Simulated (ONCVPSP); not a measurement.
What one change does to a pseudopotential (nickel, ONCV)

| Quantity | Value |
| --- | --- |
| Element | nickel (Ni) |
| Generator | ONCVPSP 4.0.1 |
| Type | optimised norm-conserving Vanderbilt (ONCV) |
| Functional | PBE |
| Relativity | scalar-relativistic |
| Frozen core | [Ne] |
| Valence charge | 18 |
| Reference configuration | 3s2 3p6 3d8 4s1.75 4p0.25 |
| Partial waves | 3s+4s: rc 1.10 bohr, ncon 4, nbas 8, qcut 9.1 1/bohr, 2 projectors; 3p+4p: rc 1.15 bohr, ncon 3, nbas 6, qcut 14 1/bohr, 2 projectors; 3d: rc 0.85 bohr, ncon 4, nbas 8, qcut 16.5 1/bohr, 2 projectors, debl 3.9 Ha |
| Local potential | polynomial inside 0.80 bohr (lpopt 2, dvloc0 0 Ha) |
| Core correction | none |

All-electron outer shells of the reference configuration (PBE, scalar-relativistic, ld1.x):

```csv
shell,level (eV),outermost node (bohr),outermost maximum (bohr)
2s,-982.35,0.07,0.21
2p,-845.20,–,0.16
3s,-111.60,0.30,0.64
3p,-71.93,0.27,0.65
3d,-9.40,–,0.63
4s,-5.99,0.92,2.21
4p,-1.49,1.00,3.14
```

Change: s: qcut 10.3; p: qcut 15.9; d: qcut 18.7.

Cutoffs: the cutoffs (Ha) at which the residual kinetic energy of the hardest occupied pseudo-wave falls to 1 and 0.1 mHa per electron; they do not see the model core or the augmentation charge, which bear on the density cutoff. Errors are all-electron minus pseudo energies relative to the spin-unpolarised reference configuration.

**Question.** Predict the effect on cutoff, ghosts and configuration errors.

**Answer.** The potential gets harder (114 Ha and 128 Ha → 129 Ha and 147 Ha); the errors of the 3 common tests hardly move; neither file shows a bound ghost.

| quantity | base | changed |
| --- | --- | --- |
| cutoff, loose | 114 Ha | 129 Ha |
| cutoff, tight | 128 Ha | 147 Ha |
| loose cutoff by channel | s 36 Ha, p 42 Ha, d 114 Ha | s 41 Ha, p 41 Ha, d 129 Ha |
| bound ghosts | none | none |
| GHOST(+) flags under 300 eV | none | none |
| tests with a reliable result | 3 of 4 | 3 of 4 |
| error for 3s2 3p6 3d8 4s2 4p0, meV [ΔE -1.11 eV] | +0.1 | +0.1 |
| error for 3s2 3p6 3d8 4s1 4p0, meV [ΔE 8.21 eV] | -0.3 | -0.3 |
| error for 3s2 3p6 3d8.5 4s1.5 4p0, meV [ΔE -2.30 eV] | +0.2 | +0.1 |
| s: phases at 1.12 bohr within 0.05 rad from the reference energy up to (Ha; the scan ends near 5) | to the end of the scan | to the end of the scan |
| p: phases at 1.17 bohr within 0.05 rad from the reference energy up to (Ha; the scan ends near 5) | to the end of the scan | to the end of the scan |
| d: phases at 0.86 bohr within 0.05 rad from the reference energy up to (Ha; the scan ends near 5) | to the end of the scan | to the end of the scan |
